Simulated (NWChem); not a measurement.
System: CH₇BO₂Si; SMILES CB(O)O[SiH3]

Here is an NWChem input.

```
start job
memory heap 200 mb stack 900 mb global 1100 mb
geometry units angstroms noautosym nocenter noautoz
  B     -0.048786     0.931589     0.000767
  C     -0.971131     2.213628    -0.000663
  H     -2.037846     1.952125     0.007150
  H     -0.779461     2.838394    -0.889563
  H     -0.768699     2.849972     0.877499
  O      1.315493     1.007108     0.000452
  H      1.640066     1.911366    -0.000593
  O     -0.607585    -0.311684     0.001828
  Si    -0.035146    -1.881695    -0.000403
  H      1.454616    -1.939812    -0.027509
  H     -0.585405    -2.571340    -1.202809
  H     -0.541120    -2.560925     1.227210
end
basis spherical
  * library 6-31g*
end
dft
  xc hfexch
  iterations 150
  mulliken
end
task dft energy
esp
  recalculate
  probe 0.07
  range 0.3
  factor 1.0
  spacing 0.02
end
task esp
```

Geometry: optimised at PBE0/def2-SVP. No frequency run checked for a minimum.

Atomic charges in e: unrestrained fits to the electrostatic potential beside Mulliken populations; buried atoms are poorly determined by the fit.

Atoms are numbered as in the input.

Question: What results follow from this input? (Hartree-Fock/6-31G* (spherical d).) Quantities: ESP B1; Mulliken B1; ESP C2; Mulliken C2; ESP O6; Mulliken O6; ESP O8; Mulliken O8; ESP Si9; Mulliken Si9; relative RMS misfit of the potential (%).

Answer: The ESP B1 comes out as 0.91 and the Mulliken B1 is 0.86. The ESP C2 is -0.51. The Mulliken C2 is -0.76. The ESP O6 is -0.75, the Mulliken O6 is -0.75 and the ESP O8 comes out as -0.64. The Mulliken O8 is -0.77, the ESP Si9 is 0.83 and the Mulliken Si9 is 0.91. The relative RMS misfit of the potential (%) is 30.
